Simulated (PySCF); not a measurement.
Computed data sheet: `O([SiH2]C=O)C`

Species: C2H6O2Si.
Cartesian coordinates in Å at the PBE0-D3(BJ)/def2-SVP level; atoms count from 1:
```
atom  x, y, z in Å
C1    -1.766   -0.385    0.259
O2    -0.370   -0.415    0.151
Si3    0.590    0.819   -0.407
C4     2.397    0.188   -0.254
O5     3.317    0.907   -0.560
H6    -2.254   -0.282   -0.728
H7    -2.107   -1.329    0.709
H8    -2.114    0.445    0.901
H9     0.310    1.145   -1.839
H10    0.434    2.060    0.413
H11    2.587   -0.857    0.122
```

Structural features include: Si–H bond and C–Si bond.

**PBE0-D3(BJ)/def2-SVP geometry optimisation, gas phase (PySCF)**

| Item | Value |
| --- | --- |
| Rotational constants A, B, C | 17.219, 1.754, 1.640 GHz |

PBE0/def2-SVPD ground state, ΔSCF and vertical TDDFT (core frozen in the response) (PySCF):

| Item | Value |
| --- | --- |
| Dipole moment | 3.06 D |
| HOMO energy | -7.21 eV |
| LUMO energy | -1.76 eV |
| HOMO–LUMO gap | 5.45 eV |
| Lowest singlet excitation | 3.22 eV (385 nm, f = 0.001) |
| Strongest line among the 10 lowest singlet transitions | S8 at 7.45 eV (166 nm, f = 0.155) |
| Lowest triplet excitation (Tamm–Dancoff) | 2.48 eV |
| Static isotropic polarisability | 59.5 au |
| Vertical ionisation energy | 9.53 eV |
| Electronic spatial extent ⟨r²⟩ about the centre of nuclear charge | 721 bohr² |

PBE0/pcSseg-1 ground state and GIAO shieldings, non-relativistic (PySCF):

| Item | Value |
| --- | --- |
| Lowest Hirshfeld atomic charge | -0.23 e on O2 |
| Highest Hirshfeld atomic charge | +0.40 e on Si3 |
| 13C chemical shifts (computed TMS as zero) by class | 246.1 (C4), 54.0 (C1) ppm |
| 1H chemical shifts (computed TMS as zero) by class | 11.97 (H11), 4.49 (H9/H10), 3.74 (H6/H7/H8) ppm |
| Isotropic shieldings of nuclei other than C and H, by class | -624 (O5), 337 (O2), 398 (Si3) ppm |
| Mayer bond orders between heavy atoms | C1–O2 0.90, O2–Si3 0.96, Si3–C4 0.84, C4–O5 1.95 |

Monoisotopic mass (most abundant isotopes): 90.0137 u.

The largest Löwdin shares of the LUMO are 0.42 on C4, 0.34 on O5, 0.12 on Si3 and 0.06 on H11. The rotational constants make it an asymmetric top with κ = (2B − A − C)/(A − C) = -0.99, nearer the prolate limit (−1). The vertical singlet–triplet gap S1 − T1 is 0.74 eV (TDDFT singlet less Tamm–Dancoff triplet; S1: HOMO→LUMO, weight 0.98; T1: HOMO→LUMO, weight 0.98). In atomic units the dipole is 1.20 e·bohr (1 au = 2.5417 D). In wavenumbers S1 is 26000 cm⁻¹ (1 eV = 8065.54 cm⁻¹). 1 of the 10 computed singlets lies in the visible range (750 to 380 nm, 1.65 to 3.26 eV), with an oscillator strength of 0.001. The largest Löwdin shares of the HOMO are 0.51 on O5, 0.22 on C4, 0.11 on Si3 and 0.10 on H11.

 NMR classes are plain means over equivalent atoms (diastereotopic ones count apart unless rotation or inversion swaps them), as if these changed places fast; in this geometry the members of some classes differ.

For the TDDFT job (PBE0/def2-SVPD), on an Arm Neoverse V1 with one thread, no GPU, on a shared host, this took 57 s.

One conformer stands for the species.
